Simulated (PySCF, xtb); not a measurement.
Mo(NH)(S)(Me)(SH) (CH5MoNS2), SMILES [Mo](=[S])([CH3])([SH])=[NH], multiplicity 1. Other conformers were not sampled.

Harmonic wavenumbers (cm⁻¹) from xtb with GFN2-xTB at its own minimum, in rising order: 99, 113, 121, 153, 166, 174, 279, 317, 466, 476, 526, 573, 598, 609, 658, 992, 1273, 1440, 1462, 2349, 2841, 2894, 2935, 3387.

**Question.** What does B3LYP-D3(BJ)/def2-SVP (PySCF 2.14.0) give at its own minimum? (The exact figures need the calculation; the answer reports its results.)

**Answer.** 118, 144, 168, 181, 213, 233, 307, 389, 531, 547, 564, 602, 614, 654, 713, 999, 1184, 1397, 1405, 2665, 3018, 3122, 3136, 3556. Paired by order, the mean absolute difference is 81 cm⁻¹ and the zero-point energies are 35.6 and 37.8 kcal/mol.
